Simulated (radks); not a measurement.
Values are calculated unless marked as measured or tabulated.
Question: These are the eigenvalues of the occupied orbitals of an atom or ion with whole-number occupations (hartree). Level of theory: non-relativistic Kohn-Sham, LDA (Slater exchange, Perdew-Wang correlation), spin-polarised, spherical densities, point nucleus (a radial shooting solver on a logarithmic mesh with Libxc functionals).

orbital  eigenvalue
1s up     -139.1171
1s down   -139.0034
2s up     -22.17038
2s down   -22.00086
2p up     -19.83136
2p down   -19.63318

Which element is it, and in what charge state? The configuration may be excited. Open shells, if any, are filled with parallel spins first.

Answer: Z = 19, potassium, charge +10: K10+ in [He] 2s2 2p5. The list shows which subshells hold electrons but not how many an open one holds; the 1s level, -139.12 hartree, gives Z - s = 16.7 by -(Z - s)^2/2, which with screening narrows Z to a few neighbours, and the depths of the outer levels then fix element, charge and occupations together.
